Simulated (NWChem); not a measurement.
Species: Hg

Results from NWChem. def2 effective core potentials on Hg; no spin-orbit coupling. Level: PBE0/def2-SVPD; rows give the wavelength of the field.

```tsv
field	isotropic polarisability (bohr³)	anisotropy (bohr³)
static	34.4	0.0
1065 nm	___	0.0
589 nm	37.1	0.0
```

**Question.** What belongs in the gaps?

**Answer.** 
- 1065 nm, isotropic polarisability (bohr³): 35.2
